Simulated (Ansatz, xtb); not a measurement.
# H2O2PSi: which of two isomers lies lower

Structure X is `O[Si]O[PH]`, a doublet and structure Y is `O[Si@@H]1O[P]1`, a doublet. Both are isolated molecules in the gas phase, relaxed with PBE0-D3(BJ)/def2-SVP; the shapes shown needn't be the lowest conformers.

X (Å):

```yaml
atoms:
  - { symbol: O, position_ang: [1.7470, -0.4722, -0.3839] }
  - { symbol: O, position_ang: [1.3576, 1.6486, 0.9515] }
  - { symbol: P, position_ang: [1.3394, 3.0499, 1.8467] }
  - { symbol: Si, position_ang: [2.6100, 0.5547, 0.5908] }
  - { symbol: H, position_ang: [0.8158, -0.2500, -0.5232] }
  - { symbol: H, position_ang: [-0.0795, 3.2584, 1.7517] }
```

Y (Å):

```xyz
6

O    -2.1265    2.6786   -0.1423
O    -1.5567    0.4187    1.5160
P    -3.0237   -0.3874    1.0108
Si   -2.5683    1.7186    1.1192
H    -1.9010    2.2471   -0.9729
H    -2.8990    2.6300    2.2300
```

Problem. Estimate E(Y) − E(X) at the level CCSD(T)/def2-SVP + ΔMP2/def2-TZVPP.

Solution. Not settled: CCSD(T)/def2-SVP + ΔMP2/def2-TZVPP gives E(Y) − E(X) = −6.72 kJ/mol, but this leans on the basis-set step: CCSD(T) alone gives +13.63 kJ/mol.

Level by level:

| level | geometry | E(Y) − E(X) (kJ/mol) | departure from the last row (kJ/mol) | job, with rough time for the two |
| --- | --- | --- | --- | --- |
| GFN2-xTB | GFN2-xTB | +6.51 | +13.22 | optimisation, 0.86 s |
| HF/STO-3G | GFN2-xTB | +69.61 | +76.32 | single point, 2.7 s |
| r2SCAN-D4/def2-SVP | GFN2-xTB | −18.09 | −11.38 | single point, 15 s |
| PBE0-D3(BJ)/def2-SVP | PBE0-D3(BJ)/def2-SVP | −6.38 | +0.34 | optimisation, 7.1 min |
| HF/def2-SVP | PBE0-D3(BJ)/def2-SVP | +38.86 | +45.57 | part of the CCSD(T) run |
| MP2/def2-SVP | PBE0-D3(BJ)/def2-SVP | +1.56 | +8.27 | part of the CCSD(T) run |
| CCSD(T)/def2-SVP | PBE0-D3(BJ)/def2-SVP | +13.63 | +20.35 | single point |
| CCSD(T)/def2-SVP + ΔMP2/def2-TZVPP | PBE0-D3(BJ)/def2-SVP | −6.72 |  | single point, 1.8 min |

As drawn, Y has 1 P–Si, 1 Si–H in place of 1 P–H. Structure X has no ring, Y a 3-membered ring.

GFN2-xTB, HF/STO-3G, HF/def2-SVP, CCSD(T)/def2-SVP put the two in the other order. MP2/def2-SVP finds them nearly level. The largest departure from CCSD(T)/def2-SVP + ΔMP2/def2-TZVPP is that of HF/STO-3G, 76.32 kJ/mol. The last row adds to CCSD(T) the change of the MP2 difference between the two basis sets, here −20.35 kJ/mol, a large step that makes the value less sure.

With harmonic frequencies from PBE0-D3(BJ)/def2-SVP (ideal gas, rigid rotor, one conformer each, 400 K, 1 atm): on the last row, ΔE + ΔZPE = −1.85 kJ/mol. A mode under 50 cm⁻¹ makes harmonic enthalpies and free energies unreliable, so none is given.

Open shells are spin-unrestricted, with notable spin contamination under HF/STO-3G. The correlated steps freeze 12 core orbitals. Programs: Ansatz 0.2.0, xtb 6.7.1; the last row on 1 thread of AMD EPYC (Zen 3) on a shared host.
